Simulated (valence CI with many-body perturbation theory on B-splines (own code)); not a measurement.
E1 transitions of Re⁶⁷⁺

Method: valence CI with perturbative core correlation (CI+MBPT): six valence electrons over a frozen Dirac-Fock core [He], radial functions for each j: 9 s, 9 p, 8 d, 6 f, 3 g, 1 h, with the one-electron correlation potential Σ1, the two-electron term Σ2, the three-electron term Σ3, Breit, model QED; selected CI, second order for the rest, scaled by the run's own slope (own B-spline code, finite nucleus).

No measured spectrum was set against this ion. As an estimate, large intervals hold to a few tenths of a per cent, small ones and those within an open d or f shell to about a per cent. Among the levels kept, up to 2100 cm⁻¹ of a level comes from second order outside the variational space, and about a tenth of that is noise between levels of different J, which matters for small intervals.

Lines 101 to 150 of 207 in falling wavelength, among levels below 805.92 Ry, chosen from the strongest by gf and those to the six lowest levels. Wavelengths and rates use the calculated energies. Electric multipoles are in the length gauge with retardation, E1 and E2 with the static RPA response of the core. Weak lines are less certain than strong ones. Lines between different terms over intervals too small for the method are left out, as are lines whose strength nearly cancels. The highest levels of a list are the least certain.

Levels are named by their leading jj configuration (3d3/2^4 stands for four electrons in 3d with j = 3/2), which in mixed levels can hold well under half, so a name can repeat and another be missing. Letters in brackets count levels of one name in rising energy.

```tsv
λ vac (Å)	Upper	Lower	A (s⁻¹)	S (a.u.)
6.374	(2s 2p1/2^2 2p3/2^2 3p1/2) J=0	(2s^2 2p1/2^2 2p3/2 3p1/2) J=1	1.23e+13	1.57e-03
6.370	(2s 2p1/2^2 2p3/2^2 3p1/2) J=2 [b]	(2s^2 2p1/2^2 2p3/2 3p1/2) J=1	2.23e+12	1.42e-03
6.368	(2s 2p1/2^2 2p3/2^2 3s) J=1 [b]	(2s^2 2p1/2^2 2p3/2 3s) J=2	3.10e+12	1.18e-03
6.345	(2s 2p1/2^2 2p3/2^2 3s) J=2 [b]	(2s^2 2p1/2^2 2p3/2 3s) J=2	1.83e+13	1.16e-02
6.340	(2s 2p1/2 2p3/2^4) J=1	(2s^2 2p1/2 2p3/2^3) J=1	3.79e+12	1.43e-03
6.296	(2s 2p1/2^2 2p3/2^2 3s) J=0	(2s^2 2p1/2^2 2p3/2 3s) J=1	1.16e+13	1.42e-03
6.229	(2s 2p1/2^2 2p3/2^3) J=1	(2s^2 2p1/2^2 2p3/2^2) J=2	2.10e+13	7.51e-03
6.115	(2s^2 2p1/2 2p3/2^2 3p3/2) J=2	(2s^2 2p1/2^2 2p3/2 3s) J=2	5.63e+11	3.17e-04
3.666	(2s 2p1/2 2p3/2^4) J=1	(2s^2 2p1/2^2 2p3/2^2) J=0	7.96e+08	5.80e-08
3.600	(2s 2p1/2 2p3/2^4) J=1	(2s^2 2p1/2^2 2p3/2^2) J=2	9.34e+10	6.45e-06
1.767	(2s^2 2p1/2^2 2p3/2 3p1/2) J=1	(2s 2p1/2^2 2p3/2^3) J=1	6.58e+09	5.37e-08
1.766	(2s^2 2p1/2^2 2p3/2 3p1/2) J=2	(2s 2p1/2^2 2p3/2^3) J=1	4.10e+10	5.58e-07
1.745	(2s^2 2p1/2^2 2p3/2 3p1/2) J=1	(2s 2p1/2^2 2p3/2^3) J=2	6.55e+10	5.15e-07
1.745	(2s^2 2p1/2^2 2p3/2 3p1/2) J=2	(2s 2p1/2^2 2p3/2^3) J=2	6.32e+09	8.28e-08
1.681	(2s^2 2p1/2^2 2p3/2 3s) J=2	(2s^2 2p1/2 2p3/2^3) J=2	8.95e+09	1.05e-07
1.679	(2s^2 2p1/2^2 2p3/2 3s) J=1	(2s^2 2p1/2 2p3/2^3) J=2	4.68e+09	3.28e-08
1.677	(2s^2 2p1/2^2 2p3/2 3s) J=2	(2s^2 2p1/2 2p3/2^3) J=1	1.95e+09	2.27e-08
1.675	(2s^2 2p1/2^2 2p3/2 3s) J=1	(2s^2 2p1/2 2p3/2^3) J=1	1.45e+10	1.01e-07
1.665	(2s^2 2p1/2^2 2p3/2 3p3/2) J=1	(2s 2p1/2^2 2p3/2^3) J=1	1.29e+10	8.79e-08
1.659	(2s^2 2p1/2^2 2p3/2 3p3/2) J=2	(2s 2p1/2^2 2p3/2^3) J=1	5.09e+09	5.73e-08
1.653	(2s^2 2p1/2^2 2p3/2 3p3/2) J=0	(2s 2p1/2^2 2p3/2^3) J=1	4.68e+11	1.04e-06
1.647	(2s^2 2p1/2^2 2p3/2 3p3/2) J=3	(2s 2p1/2^2 2p3/2^3) J=2	5.15e+10	7.94e-07
1.646	(2s^2 2p1/2^2 2p3/2 3p3/2) J=1	(2s 2p1/2^2 2p3/2^3) J=2	1.13e+11	7.46e-07
1.640	(2s^2 2p1/2^2 2p3/2 3p3/2) J=2	(2s 2p1/2^2 2p3/2^3) J=2	7.19e+10	7.83e-07
1.540	(2s^2 2p1/2^2 2p3/2 3d3/2) J=2	(2s^2 2p1/2 2p3/2^3) J=2	3.21e+10	2.90e-07
1.539	(2s^2 2p1/2^2 2p3/2 3d3/2) J=3	(2s^2 2p1/2 2p3/2^3) J=2	6.83e+09	8.60e-08
1.538	(2s^2 2p1/2^2 2p3/2 3d3/2) J=1	(2s^2 2p1/2 2p3/2^3) J=2	7.17e+10	3.86e-07
1.537	(2s^2 2p1/2^2 2p3/2 3d3/2) J=2	(2s^2 2p1/2 2p3/2^3) J=1	1.15e+11	1.03e-06
1.534	(2s^2 2p1/2^2 2p3/2 3d3/2) J=1	(2s^2 2p1/2 2p3/2^3) J=1	2.31e+09	1.23e-08
1.534	(2s^2 2p1/2^2 2p3/2 3d3/2) J=0	(2s^2 2p1/2 2p3/2^3) J=1	5.48e+10	9.76e-08
1.518	(2s^2 2p1/2^2 2p3/2 3d5/2) J=2	(2s^2 2p1/2 2p3/2^3) J=2	4.80e+09	4.14e-08
1.515	(2s^2 2p1/2^2 2p3/2 3d5/2) J=3	(2s^2 2p1/2 2p3/2^3) J=2	6.93e+09	8.32e-08
1.514	(2s^2 2p1/2^2 2p3/2 3d5/2) J=2	(2s^2 2p1/2 2p3/2^3) J=1	1.80e+09	1.54e-08
1.512	(2s^2 2p1/2^2 2p3/2 3d5/2) J=1	(2s^2 2p1/2 2p3/2^3) J=2	7.36e+09	3.77e-08
1.509	(2s^2 2p1/2^2 2p3/2 3d5/2) J=1	(2s^2 2p1/2 2p3/2^3) J=1	2.11e+10	1.07e-07
1.461	(2s^2 2p1/2 2p3/2^2 3p1/2) J=1 [a]	(2s 2p1/2^2 2p3/2^3) J=1	1.19e+11	5.49e-07
1.459	(2s^2 2p1/2 2p3/2^2 3p1/2) J=2 [a]	(2s 2p1/2^2 2p3/2^3) J=1	5.05e+09	3.87e-08
1.450	(2s^2 2p1/2 2p3/2^2 3p1/2) J=2 [b]	(2s 2p1/2^2 2p3/2^3) J=1	6.10e+11	4.58e-06
1.448	(2s^2 2p1/2 2p3/2^2 3p1/2) J=1 [b]	(2s 2p1/2^2 2p3/2^3) J=1	6.71e+10	3.01e-07
1.446	(2s^2 2p1/2 2p3/2^2 3p1/2) J=1 [a]	(2s 2p1/2^2 2p3/2^3) J=2	1.00e+10	4.49e-08
1.445	(2s^2 2p1/2 2p3/2^2 3p1/2) J=2 [a]	(2s 2p1/2^2 2p3/2^3) J=2	4.45e+10	3.31e-07
1.442	(2s^2 2p1/2 2p3/2^2 3p1/2) J=3	(2s 2p1/2^2 2p3/2^3) J=2	9.29e+10	9.63e-07
1.439	(2s^2 2p1/2 2p3/2^2 3p1/2) J=0	(2s 2p1/2^2 2p3/2^3) J=1	1.08e+12	1.60e-06
1.435	(2s^2 2p1/2 2p3/2^2 3p1/2) J=2 [b]	(2s 2p1/2^2 2p3/2^3) J=2	1.02e+12	7.44e-06
1.433	(2s^2 2p1/2 2p3/2^2 3p1/2) J=1 [b]	(2s 2p1/2^2 2p3/2^3) J=2	4.66e+10	2.03e-07
1.417	(2s 2p1/2^2 2p3/2^2 3s) J=2 [a]	(2s 2p1/2^2 2p3/2^3) J=1	2.30e+13	1.61e-04
1.408	(2s 2p1/2^2 2p3/2^2 3s) J=3	(2s 2p1/2^2 2p3/2^3) J=2	3.98e+13	3.83e-04
1.404	(2s^2 2p1/2^2 2p3/2 3s) J=1	(2s^2 2p1/2^2 2p3/2^2) J=0	8.21e+13	3.36e-04
1.404	(2s 2p1/2^2 2p3/2^2 3s) J=1 [a]	(2s 2p1/2^2 2p3/2^3) J=1	2.55e+13	1.04e-04
1.403	(2s 2p1/2^2 2p3/2^2 3s) J=2 [a]	(2s 2p1/2^2 2p3/2^3) J=2	2.18e+14	1.49e-03
```
